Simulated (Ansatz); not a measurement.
CH2N (SMILES C#[NH+]) moved off its minimum; all values from Ansatz (a program for electronic structure), cores frozen in correlated methods.
(charge 1, multiplicity 1)
```xyz
4

C      0.0262    -0.0825    -0.5270
N      0.0255    -0.1187     0.5785
H      0.0478    -0.0500    -1.6476
H     -0.0421     0.0816     1.6958
```

Forces at wB97M-V/def2-TZVPP (eV/Å):

| atom | Fx | Fy | Fz |
|---|---|---|---|
| C1 | 0.132 | 0.035 | -5.153 |
| N2 | -0.376 | 0.989 | 7.387 |
| H3 | -0.043 | -0.111 | 1.347 |
| H4 | 0.286 | -0.913 | -3.581 |

**Question.** Give the forces (eV/Å), the total energy and the dipole at CCSD(T)/aug-cc-pVTZ.

**Answer.** 
| atom | Fx | Fy | Fz |
|---|---|---|---|
| C1 | 0.122 | 0.109 | -6.744 |
| N2 | -0.371 | 0.928 | 8.993 |
| H3 | -0.038 | -0.121 | 1.363 |
| H4 | 0.287 | -0.916 | -3.612 |
Energy -93.5462 hartree.
